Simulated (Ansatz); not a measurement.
C₆H₁₄Se, triplet, at the geometry of the source list (a higher spin typed on purpose: for a closed-shell molecule this is an excited state); SC-NEVPT2/STO-3G, CASSCF(2,4) in Ansatz (a first-principles code).

Input for Ansatz:
Ansatz 0.2 input:
```yaml
crystal:
  periodic: [false, false, false]
  atoms:
    - {symbol: C, position_ang: [2.00430000, 1.06330000, 0.25570000]}
    - {symbol: C, position_ang: [1.50080000, -0.36840000, 0.27890000]}
    - {symbol: C, position_ang: [2.60750000, -1.36000000, -0.04200000]}
    - {symbol: Se, position_ang: [0.01770000, -0.64380000, -1.04130000]}
    - {symbol: C, position_ang: [-1.53840000, -0.00890000, 0.05580000]}
    - {symbol: C, position_ang: [-1.85270000, 1.44790000, -0.23030000]}
    - {symbol: C, position_ang: [-2.73420000, -0.90490000, -0.22570000]}
    - {symbol: H, position_ang: [2.43110000, 1.29860000, -0.71740000]}
    - {symbol: H, position_ang: [2.77470000, 1.19650000, 1.01440000]}
    - {symbol: H, position_ang: [1.20150000, 1.76780000, 0.46090000]}
    - {symbol: H, position_ang: [1.05740000, -0.59850000, 1.25370000]}
    - {symbol: H, position_ang: [2.24990000, -2.38190000, 0.06570000]}
    - {symbol: H, position_ang: [3.44930000, -1.21230000, 0.63260000]}
    - {symbol: H, position_ang: [2.95320000, -1.22280000, -1.06600000]}
    - {symbol: H, position_ang: [-1.21090000, -0.13550000, 1.09290000]}
    - {symbol: H, position_ang: [-1.00760000, 2.08930000, 0.00560000]}
    - {symbol: H, position_ang: [-2.10070000, 1.58060000, -1.28110000]}
    - {symbol: H, position_ang: [-2.70220000, 1.76910000, 0.36950000]}
    - {symbol: H, position_ang: [-2.48460000, -1.94860000, -0.04480000]}
    - {symbol: H, position_ang: [-3.05260000, -0.79940000, -1.26100000]}
    - {symbol: H, position_ang: [-3.56330000, -0.62820000, 0.42380000]}
basis:
  gaussian:
    orbitals: STO-3G
correlation: {method: sc_nevpt2, electrons: all, active_space: {window: {electrons: 2, orbitals: 4}}}
magnetization: {spin_polarized: false, initial_magnetization: 2}
```

The log (banner, timings and long lists left out):

```
Functional definition: HF
808 factors; integrals over basis functions are off by at most 3.8e-5 eV
mean field evaluation 1: about -70908.6432 eV, gradient 1.7e1 eV
mean field evaluation 2: about -70909.0863 eV, gradient 1.7e1 eV
mean field evaluation 4: about -70911.0780 eV, gradient 1.3e0 eV
mean field evaluation 8: about -70911.0863 eV, gradient 9.4e-2 eV
mean field evaluation 16: about -70911.4433 eV, gradient 2.5e-4 eV
mean field evaluation 32: about -70909.6152 eV, gradient 3.3e0 eV
mean field -70911.44329780 eV, -2605.9474756915 hartree, gradient 2.9e-6 eV, S^2 2.000000; 4 other end points of the search recorded, 0 dependent functions left out
reference -70911.44329780 eV, -2605.9474756915 hartree; 43, 41 occupied and 19, 21 virtual orbitals, 808 factors
state -70911.44364434 eV, -2605.9474884266 hartree
state -70911.44364434 eV, -2605.9474884266 hartree; corrected -70920.12478969 eV, -2606.2665146339 hartree
WARN: 2 active orbitals are nearly empty or full. The corrections depend on them more than the energy does, and are more stable in an active space without them
Total energy: -70920.12478969 eV, -2606.2665146339 hartree
```
